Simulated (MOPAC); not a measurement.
MOPAC input (PM7):

```
PM7 1SCF CHARGE=1 GEO-OK AUX(PRECISION=9) THREADS=1
CHS2

S     1.56923700 1   -0.30499000 1    0.11767700 1
C     0.09578600 1   -0.03208300 1    0.02546600 1
S    -1.48646500 1    0.34133100 1   -0.18265000 1
H    -1.89906300 1   -0.38896000 1    0.88676800 1
```

From the output:

```
                                                       MOPAC v23.2.5 Linux

          FINAL HEAT OF FORMATION =        218.75708 KCAL/MOL =     915.27963 KJ/MOL

          COSMO AREA              =        100.78 SQUARE ANGSTROMS
          COSMO VOLUME            =         84.83 CUBIC ANGSTROMS

          IONIZATION POTENTIAL    =         14.013891 EV
          HOMO LUMO ENERGIES (EV) =        -14.014 -7.218
          NO. OF FILLED LEVELS    =          8
          MOLECULAR WEIGHT        =         77.1389         POINT GROUP:  Cs

          MOLECULAR DIMENSIONS (Angstroms)

            Atom       Atom       Distance
            H     4    S     1     3.55354
            S     3    S     1     1.19285
            C     2    S     1     0.00000

          SCF CALCULATIONS        =          1

   ATOM   CHEMICAL          X               Y               Z
  NUMBER   SYMBOL      (ANGSTROMS)     (ANGSTROMS)     (ANGSTROMS)

     1       S          1.56923700  *  -0.30499000  *   0.11767700  *
     2       C          0.09578600  *  -0.03208300  *   0.02546600  *
     3       S         -1.48646500  *   0.34133100  *  -0.18265000  *
     4       H         -1.89906300  *  -0.38896000  *   0.88676800  *

                             CARTESIAN COORDINATES

   1    S        1.569237000    -0.304990000     0.117677000
   2    C        0.095786000    -0.032083000     0.025466000
   3    S       -1.486465000     0.341331000    -0.182650000
   4    H       -1.899063000    -0.388960000     0.886768000

           Empirical Formula: C H S2  =     4 atoms

      MOLECULAR POINT GROUP   :   Cs

                  EIGENVALUES
 -34.33362 -31.15476 -21.91854 -19.15360 -18.03220 -17.93072 -16.01181 -14.01389
  -7.21816  -6.99112  -6.09658  -5.78763  -5.25067  -5.03921  -4.99702  -4.99564
  -4.96188  -4.83707  -4.39631  -4.23431  -3.25040  -2.22019  -2.01344

              NET ATOMIC CHARGES AND DIPOLE CONTRIBUTIONS

  ATOM NO.   TYPE          CHARGE      No. of ELECS.   s-Pop       p-Pop       d-Pop
    1          S           0.700811        5.2992     1.90167     3.25105     0.14647
    2          C          -0.283722        4.2837     1.22985     3.05387
    3          S           0.421392        5.5786     1.85809     3.56977     0.15075
    4          H           0.161519        0.8385     0.83848
 DIPOLE           X         Y         Z       TOTAL
 POINT-CHG.     0.552    -0.618     0.735     1.107
 HYBRID         0.326    -0.278     0.315     0.532
 SUM            0.878    -0.896     1.050     1.636

          ATOMIC ORBITAL ELECTRON POPULATIONS

     Atom    s        px        py        pz      x^2-y^2     xz        z^2       yz        xy
    1  S   1.90167   0.91302   1.23344   1.10459   0.04919   0.04123   0.01698   0.00172   0.03736
    2  C   1.22985   1.07209   0.98047   1.00131
    3  S   1.85809   0.80884   1.44465   1.31629   0.03618   0.02929   0.02390   0.03526   0.02612
    4  H   0.83848

 **********************
 *                    *
 * JOB ENDED NORMALLY *
 *                    *
 **********************

 == MOPAC DONE ==
```

The dipole moment of an ion depends on the origin.

The geometry given is a B3LYP-D3(BJ)/def2-TZVP minimum.
